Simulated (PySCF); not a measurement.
AlCl, SMILES [Al][Cl] (connectivity only; charge and spin as stated), neutral, multiplicity 1.

Coordinates come from a PBE0-D3(BJ)/def2-TZVPD optimisation.

Method: PySCF with TDA-LC-ωPBE/def2-TZVPD.

Vertical excitations; the highest root listed may be one member of a degenerate set. Gas-phase values at a fixed geometry. State labels are in the subgroup C2v.

| state | symmetry | energy (eV) | λ (nm) | f | main pairs |
|---|---|---|---|---|---|
| S1 | B2 | 4.87 | 255 | 0.277 | HOMO→LUMO+1 (degenerate set) |
| S2 | B1 | 4.87 | 255 | 0.277 | HOMO→LUMO (degenerate set) |
| S3 | A1 | 6.79 | 183 | 0.567 | HOMO→LUMO+3 72 % |
| S4 | A2 | 6.94 | 179 | 0.000 | HOMO−2→LUMO+1 46 %, HOMO−1→LUMO 46 % |
| S5 | A1 | 6.98 | 178 | 0.000 | HOMO−2→LUMO, HOMO−1→LUMO+1 (degenerate set) |
| S6 | A2 | 6.98 | 178 | 0.000 | HOMO−1→LUMO, HOMO−2→LUMO+1 (degenerate set) |
| S7 | A1 | 7.16 | 173 | 0.026 | HOMO→LUMO+2 77 %, HOMO→LUMO+3 15 % |
| S8 | A1 | 7.99 | 155 | 0.422 | HOMO−1→LUMO+1 40 %, HOMO−2→LUMO 40 % |
| S9 | A2 | 8.00 | 155 | 0.000 | HOMO→LUMO+7 (degenerate set) |
| S10 | A1 | 8.00 | 155 | 0.000 | HOMO→LUMO+8 (degenerate set) |
| T1 | B2 | 2.60 | 477 | 0 | HOMO→LUMO+1 (degenerate set) |
| T2 | B1 | 2.60 | 477 | 0 | HOMO→LUMO (degenerate set) |
| T3 | A1 | 5.21 | 238 | 0 | HOMO→LUMO+3 52 %, HOMO→LUMO+4 17 %, HOMO→LUMO+11 13 %, HOMO→LUMO+2 12 % |
| T4 | A1 | 6.49 | 191 | 0 | HOMO−2→LUMO 44 %, HOMO−1→LUMO+1 44 % |
Triplets are in the Tamm–Dancoff approximation.
